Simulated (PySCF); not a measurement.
**A ladder of Hamiltonians for Pd³²⁺ (palladium, charge +32)**

Occupied: 1s1/2, 2s1/2, 2p1/2, 2p3/2, 3s1/2, 3p1/2. Hartree-Fock calculated with PySCF 2.14 in an even-tempered Gaussian basis (21 s from 2.4 bohr⁻², ratio 2.3; 15 p from 2.9 bohr⁻², ratio 2.3), Gaussian nucleus throughout. NR is non-relativistic, sf-X2C the spin-free one-electron X2C Hamiltonian, X2C adds the bare one-electron spin-orbit term, X2C-SNSO screens it by Boettger's factors, DC is four-component Dirac-Coulomb, and the Gaunt and Breit terms are added at first order (total energies over the DC spinors, levels after relaxing the spinors in that mean field). QED terms are absent. Levels marked empty are virtual spinors of this ion; the basis has s and p functions only, so 3d, which can lie below the n = 4 levels, is absent.

| Hamiltonian | E (hartree) | E − E(DC) (hartree) | CPU seconds |
| --- | --- | --- | --- |
| X2C | -4250.0768 | 0.9137 | 0.48 |
| X2C-SNSO | -4249.9123 | 1.0782 | 0.48 |
| DC | -4250.9905 | 0.0000 | 17 |
| DC+Gaunt | -4247.7083 | 3.2821 | 29 |
| DC+Breit | -4248.0052 | 2.9853 | 85 |

```csv
level (eV),X2C,X2C-SNSO,DC,DC+Gaunt,DC+Breit
1s1/2,-26228.4,-26228.7,-26247.1,-26195.2,-26198.6
2s1/2,-5328.7,-5328.8,-5330.9,-5326.0,-5326.3
2p1/2,-5079.8,-5074.4,-5075.2,-5066.6,-5067.5
2p3/2,-4898.1,-4900.5,-4902.1,-4896.1,-4897.0
3s1/2,-2042.6,-2042.7,-2043.1,-2042.0,-2042.1
3p1/2,-1960.7,-1959.4,-1959.6,-1957.5,-1957.8
3p3/2 (empty),-1851.6,-1852.2,-1852.5,-1851.2,-1851.5
4s1/2 (empty),-1032.2,-1032.2,-1032.4,-1032.0,-1032.0
```

```json
{"interval (eV)": "2p3/2 − 2p1/2", "X2C": "181.7", "X2C-SNSO": "173.9", "DC": "173.1", "DC+Gaunt": "170.5", "DC+Breit": "170.5"}
```

Weight of the small component: 1s1/2 0.0284, 2s1/2 0.00613, 2p1/2 0.00607, 2p3/2 0.00583, 3s1/2 0.00220, 3p1/2 0.00216, 3p3/2 0.00207, 4s1/2 0.00106.

Koopmans' value for the highest occupied level at DC+Breit: 1957.8 eV, against an ionisation energy of 1962 ± 4 eV (semi-empirical (NIST evaluation); NIST Atomic Spectra Database, ionization energies); the former lacks relaxation, correlation, QED and recoil.

The whole ladder took 140 s of wall time on 1 thread of Neoverse-V1 (shared host), launched as `OMP_NUM_THREADS=1 python relrun2.py TASK.json OUT` (a driver that calls PySCF for each Hamiltonian).

Dirac-Coulomb iterations, started from the X2C spinors:

```
with_ssss True, with_gaunt False, with_breit False
light speed = 137.03599967994
init E= -4241.30262902391
cycle= 1 E= -4250.99021594877  delta_E= -9.69  |g|= 0.805  |ddm|= 0.0709
cycle= 2 E= -4250.9904780923  delta_E= -0.000262  |g|= 0.0132  |ddm|= 0.00727
cycle= 3 E= -4250.99047872053  delta_E= -6.28e-07  |g|= 0.000664  |ddm|= 0.000533
cycle= 4 E= -4250.99047872221  delta_E= -1.68e-09  |g|= 3.11e-06  |ddm|= 2.25e-05
```
